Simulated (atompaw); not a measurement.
## PBE PAW (atompaw) dataset for hafnium, scalar-relativistic all-electron reference.

- Element: hafnium
- Generator: atompaw 4.2.0.5
- Type: PAW
- Functional: PBE
- Relativity: scalar-relativistic
- Frozen core: [Kr] 4d10 4f14
- Valence charge: 12
- Reference configuration: 5s2 5p6 5d2 6s1.75 6p0 (charge +0.25)
- Partial waves: 5s (bound): rc 1.80 bohr; 6s (bound): rc 2.95 bohr; 5p (bound): rc 2.35 bohr; 6p (bound, empty): rc 2.00 bohr; 5d (bound): rc 2.95 bohr; 5d channel at 0.9 Ry: rc 2.95 bohr
- Local potential: bessel scheme, radius 2.45 bohr
- Core correction: smooth core density matched at 2.25 bohr
- Augmentation charge: sinc compensation charge, radius 2.75 bohr; PAW radius 2.95 bohr; waves and projectors: custom polynom vanderbiltortho

Poles of the logarithmic derivatives, all-electron (AE) and pseudo (PS). s: poles at -5.0, 1.3 (AE) and -5.0, 1.3 (PS) Ry. p: poles at -2.7, 2.7 (AE) and -2.7, 2.7 (PS) Ry. d: poles at 0.2 (AE) and 0.2 (PS) Ry. Test radius 2.96 bohr.

* Cutoffs needed: 21 Ry and 30 Ry (the cutoffs (Ry, on a coarse ladder) from which the occupation-weighted sum of valence levels, in a spherical-Bessel basis at the reference potential, stays within 10 and 1 mRy of its value at 400 Ry)
* Ghost test: no extra level below or beside the all-electron valence levels (s, p, d, f tested) (spherical-Bessel basis up to 400 Ry, 20 bohr box)
* Lowest eigenvalue of the overlap operator: 0.44 (s channel)
* Overlap eigenvalues printed by atompaw (projector basis): 0.31, 2.1, 2.57, 16.4, 53.9, 58.3
* Share of each valence orbital outside the PAW sphere: 5s 0 %, 6s 60 %, 5p 1 %, 6p 87 %, 5d 26 %
